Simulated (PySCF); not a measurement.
**Mg²⁺ (magnesium, charge +2): r2SCAN calculation**

Configuration: [Ne], closed-shell 1S. Computed with PySCF 2.14 in x2c-TZVPPall with one added diffuse shell each of s, p, d type (6s5p4d, 41 functions), with scalar relativity by spin-free X2C-1e.

```json
{"Total energy": "-199.5195 hartree", "One-electron energy": "-271.4510 hartree", "Hartree (Coulomb) energy": "88.0226 hartree", "Exchange-correlation energy": "-16.0911 hartree", "⟨S²⟩": "0.0000", "⟨L²⟩": "0.000", "Sum of ⟨r⟩": "5.734 bohr", "Sum of ⟨r²⟩": "4.746 bohr²", "Langevin diamagnetic susceptibility": "-3.76 ×10⁻⁶ cm³/mol"}
```

```tsv
shell	electrons	mean orbital energy (eV)	rms radius, mean of both spins (bohr)
1s	2	-1289.2	0.151
2s	2	-102.94	0.759
2p	6	-67.999	0.769
```
